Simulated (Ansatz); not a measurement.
**Nudged elastic band run: BFH₆OSi**

Input:

```yaml
crystal:
  periodic: [false, false, false]
  atoms:
    - { symbol: B, position_ang: [-0.129704, -0.093355, 0.17101] }
    - { symbol: F, position_ang: [-0.555363, 0.181586, 1.44684] }
    - { symbol: H, position_ang: [0.845706, 0.537357, -0.198075] }
    - { symbol: H, position_ang: [-1.032811, -0.26779, -0.647409] }
    - { symbol: O, position_ang: [0.425277, -1.671184, 0.281294] }
    - { symbol: Si, position_ang: [-0.760312, -2.839976, -0.180642] }
    - { symbol: H, position_ang: [-0.191671, -4.140716, 0.274453] }
    - { symbol: H, position_ang: [-2.044927, -2.558648, 0.505084] }
    - { symbol: H, position_ang: [-0.860617, -2.78234, -1.656179] }
    - { symbol: H, position_ang: [0.957123, -1.812436, 1.075923] }
basis:
  gaussian: { orbitals: def2-SVP }
hamiltonian:
  xc: pbe0
neb:
  order_check: false
  images: 5
  f_tol: 0.03
  max_iterations: 60
  final_atoms:
    - { symbol: B, position_ang: [0.08388836, -0.13691907, -0.75111836] }
    - { symbol: F, position_ang: [0.20696304, -1.67161689, 2.63879017] }
    - { symbol: H, position_ang: [0.62284159, 0.86110505, -0.33254456] }
    - { symbol: H, position_ang: [-0.23260203, -0.26768512, -1.91458866] }
    - { symbol: O, position_ang: [-0.16227533, -1.1355385, 0.13044961] }
    - { symbol: Si, position_ang: [-0.87855769, -2.67321695, -0.08526862] }
    - { symbol: H, position_ang: [0.14084075, -3.69358087, 0.26461817] }
    - { symbol: H, position_ang: [-2.06134605, -2.74112869, 0.80785702] }
    - { symbol: H, position_ang: [-1.28034536, -2.7858759, -1.51573314] }
    - { symbol: H, position_ang: [0.21329372, -1.20304505, 1.82983736] }
  initial_path:
    images:
      - { positions_ang: [[-0.129704, -0.093355, 0.17101], [-0.555363, 0.181586, 1.44684], [0.845706, 0.537357, -0.198075], [-1.032811, -0.26779, -0.647409], [0.425277, -1.671184, 0.281294], [-0.760312, -2.839976, -0.180642], [-0.191671, -4.140716, 0.274453], [-2.044927, -2.558648, 0.505084], [-0.860617, -2.78234, -1.656179], [0.957123, -1.812436, 1.075923]] }
      - { positions_ang: [[-0.07123275, -0.06660118, 0.10369622], [-0.37449165, 0.13272296, 1.51034406], [0.92914395, 0.33910351, -0.32820403], [-1.00952206, -0.17954387, -0.65233182], [0.30147961, -1.65392785, 0.3726674], [-0.74851813, -2.8653312, -0.17898177], [-0.07808666, -4.12225213, 0.13201151], [-2.01553532, -2.77772812, 0.51952177], [-0.92204151, -2.71337308, -1.62374984], [0.64150552, -1.54057105, 1.21732548]] }
      - { positions_ang: [[-0.0127615, -0.03984735, 0.03638245], [-0.1936203, 0.08385992, 1.57384813], [1.01258191, 0.14085001, -0.45833305], [-0.98623312, -0.09129773, -0.65725464], [0.17768222, -1.63667169, 0.46404081], [-0.73672427, -2.8906864, -0.17732154], [0.03549767, -4.10378826, -0.01042998], [-1.98614364, -2.99680824, 0.53395955], [-0.98346602, -2.64440616, -1.59132068], [0.32588804, -1.26870609, 1.35872796]] }
      - { positions_ang: [[0.04570975, -0.01309353, -0.03093133], [-0.01274895, 0.03499689, 1.63735219], [1.09601986, -0.05740348, -0.58846208], [-0.96294417, -0.0030516, -0.66217746], [0.05388483, -1.61941554, 0.55541421], [-0.7249304, -2.9160416, -0.17566131], [0.14908201, -4.08532439, -0.15287147], [-1.95675196, -3.21588837, 0.54839732], [-1.04489052, -2.57543924, -1.55889152], [0.01027055, -0.99684114, 1.50013043]] }
      - { positions_ang: [[0.05843595, -0.05436871, -0.27099367], [0.06048838, -0.53387437, 1.97116485], [0.93829377, 0.24876603, -0.50315624], [-0.71949679, -0.09126277, -1.07964786], [-0.01816856, -1.45812319, 0.41375934], [-0.7761395, -2.83510005, -0.14553041], [0.14633492, -3.95474321, -0.01370825], [-1.99161666, -3.05763514, 0.63488389], [-1.12337547, -2.6455848, -1.54450539], [0.07794494, -1.06557577, 1.61003274]] }
      - { positions_ang: [[0.07116216, -0.09564389, -0.51105602], [0.13372571, -1.10274563, 2.30497751], [0.78056768, 0.55493554, -0.4178504], [-0.47604941, -0.17947395, -1.49711826], [-0.09022194, -1.29683085, 0.27210448], [-0.82734859, -2.7541585, -0.11539951], [0.14358784, -3.82416204, 0.12545496], [-2.02648136, -2.89938191, 0.72137046], [-1.20186041, -2.71573035, -1.53011927], [0.14561933, -1.13431041, 1.71993505]] }
      - { positions_ang: [[0.08388836, -0.13691907, -0.75111836], [0.20696304, -1.67161689, 2.63879017], [0.62284159, 0.86110505, -0.33254456], [-0.23260203, -0.26768512, -1.91458866], [-0.16227533, -1.1355385, 0.13044961], [-0.87855769, -2.67321695, -0.08526862], [0.14084075, -3.69358087, 0.26461817], [-2.06134605, -2.74112869, 0.80785702], [-1.28034536, -2.7858759, -1.51573314], [0.21329372, -1.20304505, 1.82983736]] }
```

Launched with:

```bash
$ ansatz run input.yaml --threads 2 --pin off --max-ram 3072MiB --backend cpu --events-out ev --progress --plain --runs-dir out
```

Output, in part (warnings, iteration lines, the closing report on the highest movable image, with atoms numbered from 0):

```
NEB end point (image 0): max|allowed force component| = 1.751e-2 eV/Å (the criterion of neb.relax_end_points is 1.000e-2)
NEB end point (image 6): max|allowed force component| = 1.344e-2 eV/Å (the criterion of neb.relax_end_points is 1.000e-2)
NEB iter   1: max|band force component| = 8.608e1 eV/Å  barrier→ = 11.6540 eV  barrier← = 11.2990 eV  Δτ_max = 0.1992 Å  (170 SCF iters)
NEB iter   2: max|band force component| = 5.492e0 eV/Å  barrier→ = 1.8537 eV  barrier← = 1.4987 eV  Δτ_max = 0.2000 Å  (148 SCF iters)
NEB iter   3: max|band force component| = 2.828e0 eV/Å  barrier→ = 1.3012 eV  barrier← = 0.9462 eV  Δτ_max = 0.1931 Å  (145 SCF iters)
NEB iter   4: max|band force component| = 3.814e0 eV/Å  barrier→ = 1.3849 eV  barrier← = 1.0299 eV  Δτ_max = 0.1002 Å  (154 SCF iters)
NEB iter   5: max|band force component| = 1.903e0 eV/Å  barrier→ = 1.1550 eV  barrier← = 0.8000 eV  Δτ_max = 0.2000 Å  (142 SCF iters)
NEB iter   6: max|band force component| = 1.871e0 eV/Å  barrier→ = 0.8373 eV  barrier← = 0.4823 eV  Δτ_max = 0.2000 Å  (149 SCF iters)
NEB iter   7: max|band force component| = 1.091e0 eV/Å  barrier→ = 0.7984 eV  barrier← = 0.4434 eV  Δτ_max = 0.2000 Å  (140 SCF iters)
NEB iter   8: max|band force component| = 1.070e0 eV/Å  barrier→ = 0.9361 eV  barrier← = 0.5811 eV  Δτ_max = 0.2000 Å  (138 SCF iters)
NEB iter   9: max|band force component| = 1.061e0 eV/Å  barrier→ = 0.9598 eV  barrier← = 0.6048 eV  Δτ_max = 0.1005 Å  (139 SCF iters)
NEB iter  10: max|band force component| = 7.323e-1 eV/Å  barrier→ = 0.9557 eV  barrier← = 0.6007 eV  CI = image 2  Δτ_max = 0.1660 Å  (144 SCF iters)
NEB iter  11: max|band force component| = 8.684e-1 eV/Å  barrier→ = 0.9420 eV  barrier← = 0.5870 eV  CI = image 2  Δτ_max = 0.0835 Å  (141 SCF iters)
NEB iter  12: max|band force component| = 5.996e-1 eV/Å  barrier→ = 0.9034 eV  barrier← = 0.5484 eV  CI = image 2  Δτ_max = 0.0835 Å  (142 SCF iters)
NEB iter  13: max|band force component| = 4.796e-1 eV/Å  barrier→ = 0.8624 eV  barrier← = 0.5074 eV  CI = image 2  Δτ_max = 0.1664 Å  (142 SCF iters)
NEB iter  14: max|band force component| = 2.082e-1 eV/Å  barrier→ = 0.8121 eV  barrier← = 0.4571 eV  CI = image 2  Δτ_max = 0.1004 Å  (138 SCF iters)
NEB iter  15: max|band force component| = 1.394e-1 eV/Å  barrier→ = 0.7998 eV  barrier← = 0.4448 eV  CI = image 2  Δτ_max = 0.0555 Å  (144 SCF iters)
NEB iter  16: max|band force component| = 7.834e-2 eV/Å  barrier→ = 0.7968 eV  barrier← = 0.4418 eV  CI = image 2  Δτ_max = 0.0431 Å  (145 SCF iters)
NEB iter  17: max|band force component| = 6.182e-2 eV/Å  barrier→ = 0.7961 eV  barrier← = 0.4411 eV  CI = image 2  Δτ_max = 0.0253 Å  (149 SCF iters)
NEB iter  18: max|band force component| = 5.822e-2 eV/Å  barrier→ = 0.7955 eV  barrier← = 0.4405 eV  CI = image 2  Δτ_max = 0.2000 Å  (142 SCF iters)
NEB iter  19: max|band force component| = 2.209e0 eV/Å  barrier→ = 0.7955 eV  barrier← = 0.4405 eV  CI = image 2  Δτ_max = 0.1007 Å  (133 SCF iters)
NEB iter  20: max|band force component| = 1.163e0 eV/Å  barrier→ = 0.7955 eV  barrier← = 0.4405 eV  CI = image 2  Δτ_max = 0.0977 Å  (123 SCF iters)
NEB iter  21: max|band force component| = 1.358e-1 eV/Å  barrier→ = 0.7955 eV  barrier← = 0.4405 eV  CI = image 2  Δτ_max = 0.0705 Å  (123 SCF iters)
NEB iter  22: max|band force component| = 5.641e-2 eV/Å  barrier→ = 0.7955 eV  barrier← = 0.4405 eV  CI = image 2  Δτ_max = 0.0415 Å  (124 SCF iters)
NEB iter  23: max|band force component| = 7.768e-2 eV/Å  barrier→ = 0.7955 eV  barrier← = 0.4405 eV  CI = image 2  Δτ_max = 0.0207 Å  (123 SCF iters)
NEB iter  24: max|band force component| = 3.148e-2 eV/Å  barrier→ = 0.7955 eV  barrier← = 0.4405 eV  CI = image 2  Δτ_max = 0.0416 Å  (111 SCF iters)
NEB iter  25: max|band force component| = 8.730e-2 eV/Å  barrier→ = 0.7955 eV  barrier← = 0.4405 eV  CI = image 2  Δτ_max = 0.0208 Å  (124 SCF iters)
NEB iter  26: max|band force component| = 3.294e-2 eV/Å  barrier→ = 0.7955 eV  barrier← = 0.4405 eV  CI = image 2  Δτ_max = 0.0231 Å  (118 SCF iters)
NEB iter  27: max|band force component| = 3.290e-2 eV/Å  barrier→ = 0.7955 eV  barrier← = 0.4405 eV  CI = image 2  Δτ_max = 0.0116 Å  (111 SCF iters)
NEB iter  28: max|band force component| = 1.272e-1 eV/Å  barrier→ = 0.7955 eV  barrier← = 0.4405 eV  CI = image 2  Δτ_max = 0.0058 Å  (111 SCF iters)
NEB iter  29: max|band force component| = 4.860e-2 eV/Å  barrier→ = 0.7955 eV  barrier← = 0.4405 eV  CI = image 2  Δτ_max = 0.0107 Å  (105 SCF iters)
NEB iter  30: max|band force component| = 1.687e-2 eV/Å  barrier→ = 0.7955 eV  barrier← = 0.4405 eV  CI = image 2  Δτ_max = 0.0000 Å  (232 SCF iters)
Total energy: -13400.64459029 eV, -492.4646054099 hartree
Atom 0 at    -0.029120    -0.197041     0.022676 Å, force    -0.000054     0.000056    -0.000101 eV/Å
Atom 1 at     0.306862    -0.035742     1.613744 Å, force     0.000148     0.000146     0.000031 eV/Å
Atom 2 at     0.848515     0.364660    -0.586471 Å, force    -0.000042    -0.000067    -0.000085 eV/Å
Atom 3 at    -1.191841     0.097846    -0.145395 Å, force     0.000039     0.000077     0.000125 eV/Å
Atom 4 at     0.211336    -1.668411     0.232278 Å, force    -0.000622    -0.000005     0.000268 eV/Å
Atom 5 at    -0.773735    -2.952790    -0.259126 Å, force     0.000680    -0.000424    -0.000003 eV/Å
Atom 6 at    -0.171663    -4.188063     0.309754 Å, force    -0.000046    -0.000051     0.000156 eV/Å
Atom 7 at    -2.160258    -2.762982     0.256041 Å, force    -0.000006     0.000100    -0.000365 eV/Å
Atom 8 at    -0.775606    -2.998053    -1.746159 Å, force    -0.000256     0.000219     0.000010 eV/Å
Atom 9 at     0.388212    -1.106926     1.374957 Å, force     0.000160    -0.000050    -0.000036 eV/Å
Dipole moment:    -0.110629    -0.478514     0.043158 e Å
```

The forces met the threshold. A vibrational analysis at the climbing image gives one clearly imaginary mode, 839i cm⁻¹: a first-order saddle point. The orbitals stay closed-shell, which can raise the energy where a bond breaks towards radicals; this wasn't checked here.

Final band (atoms are numbered from 1 in the order of the input):

| image | path coordinate (Å) | energy (eV) | B1–F2 (Å) | O5–H10 (Å) | F2–H10 (Å) |
| --- | --- | --- | --- | --- | --- |
| 0 | 0.00 | 0.00 | 1.37 | 0.97 | 2.53 |
| 1 | 0.96 | 0.03 | 1.38 | 0.97 | 2.17 |
| 2 | 1.93 | 0.80 | 1.63 | 1.29 | 1.10 |
| 3 | 2.97 | 0.48 | 2.54 | 1.91 | 0.93 |
| 4 | 4.01 | 0.43 | 3.11 | 1.80 | 0.93 |
| 5 | 5.05 | 0.38 | 3.56 | 1.74 | 0.93 |
| 6 | 6.09 | 0.35 | 3.72 | 1.74 | 0.93 |

Time of the run: 3.2 min on 2 threads of Intel(R) Xeon(R) Platinum 8488C (Sapphire Rapids) (shared host), peak memory 0.19 GiB.
